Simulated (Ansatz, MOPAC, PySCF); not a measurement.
System: H4BSiO3 (charge 0, doublet). SMILES: OB(O[SiH2])O
Structure (B3LYP-D3(BJ)/def2-TZVP (Ansatz, an electronic-structure program) minimum search):
```xyz
9

O     -1.9987    -0.8992    -0.2162
B     -0.8876    -0.0999    -0.2492
O     -0.9631     1.1448    -0.8093
O      0.3021    -0.5341     0.2721
Si     1.7918     0.1798     0.4199
H     -1.8316    -1.7513     0.1978
H     -1.8405     1.3539    -1.1442
H      1.6735     1.4682     1.1558
H      2.6292    -0.7811     1.1848
```
Charge 0, spin multiplicity 2.

Unscaled harmonic wavenumbers (cm⁻¹) in rising order, each level at the stationary point that it reaches from this structure (no distance between atoms moves by over 0.3 Å); the order of modes can differ between levels, and a negative number is imaginary. B3LYP-D3(BJ)/def2-TZVP (PySCF, at the structure above): 77, 111, 120, 380, 472, 487, 549, 676, 687, 739, 794, 929, 965, 1014, 1070, 1425, 1433, 2159, 2196, 3842, 3844.

PM3 (MOPAC): 46, 101, 118, 299, 339, 429, 445, 521, 620, 639, 759, 858, 1002, 1059, 1097, 1425, 1512, 1904, 1919, 3896, 3901. Zero-point energy 32.7 against 34.3 kcal/mol; where all levels lie over 400 cm⁻¹, the wavenumbers are on average 0.941 times those of B3LYP-D3(BJ)/def2-TZVP.

HF/6-31G* (Ansatz): 90, 113, 133, 406, 507, 521, 582, 732, 741, 802, 894, 1020, 1029, 1111, 1163, 1532, 1544, 2356, 2373, 4133, 4138. Zero-point energy 37.1 against 34.3 kcal/mol; where all levels lie over 400 cm⁻¹, the wavenumbers are on average 1.083 times those of B3LYP-D3(BJ)/def2-TZVP.

B3LYP/6-31G* (Ansatz): 84, 110, 126, 381, 470, 487, 557, 669, 691, 736, 804, 935, 970, 1037, 1080, 1448, 1458, 2175, 2216, 3795, 3798. Zero-point energy 34.3 against 34.3 kcal/mol; where all levels lie over 400 cm⁻¹, the wavenumbers are on average 1.006 times those of B3LYP-D3(BJ)/def2-TZVP.
